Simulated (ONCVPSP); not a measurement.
# u(r) = r·R(r): atom against pseudo-atom (Rh (Z = 45))

Columns: radius, all-electron u(r) and pseudo u(r) of the 4p shell (level -58.08 eV) of rhodium in the configuration [Ar] 3d10 4s2 4p6 4d8; BLYP, scalar-relativistic, ONCV scheme, ONCVPSP 4.0.1.

```csv
r (bohr),all-electron,pseudo
0.072,0.3812,0.0139
0.145,0.0144,0.0558
0.217,-0.4388,0.1228
0.290,-0.5875,0.2137
0.362,-0.4556,0.3220
0.435,-0.1683,0.4453
0.507,0.1576,0.5733
0.580,0.4641,0.7013
0.652,0.7105,0.8177
0.725,0.8942,0.9183
0.798,1.0139,0.9954
0.870,1.0774,1.0451
0.942,1.0966,1.0672
1.015,1.0820,1.0624
1.088,1.0428,1.0330
1.160,0.9881,0.9846
1.232,0.9236,0.9228
1.305,0.8531,0.8530
1.378,0.7811,0.7810
1.450,0.7110,0.7109
1.522,0.6434,0.6433
1.595,0.5787,0.5786
1.668,0.5183,0.5183
1.740,0.4634,0.4633
1.812,0.4131,0.4130
1.885,0.3667,0.3667
```

(1) How many radial nodes do the two functions have?

(2) At about which radius was the pseudo-wave matched?

(3) Where does each function peak?

(4) Is the pseudo-wave norm-conserving?

## Answers

(1) The all-electron 4p function has n − l − 1 = 2; the pseudo-wave has 0, since the states of the same l below it are removed with the core.

(2) 1.35 bohr, where the columns begin to agree (steps of 0.07 bohr).

(3) Outermost all-electron maximum near 0.94 bohr, pseudo maximum near 0.94 bohr (to the table’s step).

(4) Yes: the ONCV scheme keeps the norm inside the radius equal to the all-electron one, which fixes the energy derivative of the logarithmic derivative at the level.
